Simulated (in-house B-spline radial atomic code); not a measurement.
A calculation on Hf V (Hf4+): its settings, and results tabulated from the run. Level of theory: scalar-relativistic (X2C) Hartree-Fock with fractional occupations, spin-polarised, spherical fractional occupations, Fermi nucleus of rms radius 5.347 fm; calculated with a B-spline radial code for spherical atoms.

Command:
```bash
python run_scf.py task.json out
```
Settings (nuclear radius in fm, mass in u):
```
Z                72
configuration    [Xe] 4f14
hamiltonian      x2c
method           hf,
spin_polarised   True
nucleus          fermi
rms_radius       5.347
atomic_mass      179.94656
speed_of_light   137.035999084
```

Output (hartree, bohr):
```
 radial grid: 69 intervals, B-splines of order 8, outer radius 30.8511 bohr

 iter        energy (Eh)    residual
    1      -15069.560626    5.13e-01
    2      -15070.298478    1.54e-01
    3      -15070.873617    2.73e-02
    4      -15070.878920    7.60e-03
    5      -15070.879375    2.16e-03
    6      -15070.879393    1.90e-03
    7      -15070.879473    5.58e-05
    8      -15070.879474    3.47e-05
    9      -15070.879474    4.72e-06
   10      -15070.879474    4.36e-07

 total energy                    -15070.87947
 kinetic                           16866.6007
 electron-nucleus                 -37460.8056
 Hartree                            5830.3352
 exact exchange                     -307.0098

 orbital      occ     eigenvalue          <r>       <r^2>       <1/r>       r_max
 1s up      1.000     -2415.3481    0.0181969  0.00046291     91.4877     0.01098
 1s down    1.000     -2415.3481    0.0181969  0.00046291     91.4877     0.01098
 2s up      1.000      -419.3250     0.079534  0.00754383     21.3325     0.06784
 2s down    1.000      -419.3250     0.079534  0.00754383     21.3325     0.06784
 2p up      3.000      -369.2443    0.0712089  0.00621184     18.0717     0.05512
 2p down    3.000      -369.2443    0.0712089  0.00621184     18.0717     0.05512
 3s up      1.000       -98.8935     0.207633   0.0494355     7.69332      0.1919
 3s down    1.000       -98.8935     0.207633   0.0494355     7.69332      0.1919
 3p up      3.000       -83.5923     0.207439   0.0500123     6.82085      0.1893
 3p down    3.000       -83.5923     0.207439   0.0500123     6.82085      0.1893
 3d up      5.000       -64.9219     0.188934   0.0418727     6.35502      0.1546
 3d down    5.000       -64.9219     0.188934   0.0418727     6.35502      0.1546
 4s up      1.000       -22.2475     0.468866    0.248239     3.15576      0.4381
 4s down    1.000       -22.2475     0.468866    0.248239     3.15576      0.4381
 4p up      3.000       -17.1169     0.497007    0.281115     2.81034      0.4581
 4p down    3.000       -17.1169     0.497007    0.281115     2.81034      0.4581
 4d up      5.000       -10.2609     0.536648    0.334176      2.4689      0.4727
 4d down    5.000       -10.2609     0.536648    0.334176      2.4689      0.4727
 5s up      1.000        -4.4346      1.14291     1.46507     1.17035       1.026
 5s down    1.000        -4.4346      1.14291     1.46507     1.17035       1.026
 5p up      3.000        -3.0623      1.31291     1.94279     0.98991       1.156
 5p down    3.000        -3.0623      1.31291     1.94279     0.98991       1.156
 4f up      7.000        -2.6525     0.655602    0.541751     1.94183      0.4584
 4f down    7.000        -2.6525     0.655602    0.541751     1.94183      0.4584
```

Run time, properties included: 0.68 s on 1 thread of Arm Neoverse V1 (shared host).

One-electron X2C: radii and densities carry no picture-change correction, so inner-shell <1/r> comes out high (for 1s by about 2 % at Z = 33, 5 % at 54, 10 % at 75, 30 % at 118) and <r> low.
